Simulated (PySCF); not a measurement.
dimethylsilanol, C₂H₈OSi, SMILES C[SiH](C)O, point group C1.

Level: PBE0/pcSseg-1 in PySCF (density fitting, grid level 2); geometry and Hessian at that level, cubic constants and property derivatives from steps of ±0.6 along each species' dimensionless normal coordinates, second-order vibrational perturbation theory. The parent has the commonest isotopes.

Equilibrium geometry (Å):

```
atom        x        y        z
  C1  -1.4714  -0.5822  -0.2087
 Si2   0.1075   0.4121  -0.3509
  C3   1.5474  -0.4760   0.4250
  O4  -0.0151   1.8675   0.4623
  H5  -2.3283  -0.0575  -0.6491
  H6  -1.3770  -1.5424  -0.7318
  H7  -1.7144  -0.7949   0.8395
  H8   0.3707   0.6646  -1.8026
  H9   2.4656   0.1166   0.3443
 H10   1.3630  -0.6624   1.4896
 H11   1.7267  -1.4425  -0.0611
 H12  -0.6697   2.4943   0.1394
```

Question: Give the equilibrium and ground-state rotational constants (MHz) of parent; ²H at 10.

Answer: 
```tsv
species	Ae	Be	Ce	A0	B0	C0	Δ0 (u Å²)	harmonic ZPE (cm⁻¹)
parent	6061.6	5434.8	3359.9	6020.3	5426.7	3343.8	-25.934	21110
²H at 10	5874	5214.1	3286.6	5840.4	5201.2	3270.5	-29.169	20444
```

Δ0 = Ic − Ia − Ib from the ground-state constants.

Question: How is the parent's vibrational correction B0 − Be made up?

Answer: 
| axis | harmonic | Coriolis | cubic | total (MHz) |
| --- | --- | --- | --- | --- |
| a | 13.1 | -15.9 | -38.4 | -41.3 |
| b | 11.2 | -10.5 | -8.78 | -8.05 |
| c | 2.64 | -3.92 | -14.8 | -16.1 |

Question: And its quartic centrifugal distortion constants from the harmonic force field?

Answer: Asymmetric top, A reduction, IIIr representation: ΔJ = 6.41 kHz, ΔJK = -13 kHz, ΔK = 7.29 kHz, δJ = 0.525 kHz, δK = -9.42 kHz.

A mode lies under 250 cm⁻¹, where this perturbation treatment is rough. Internal rotors are held in one well.
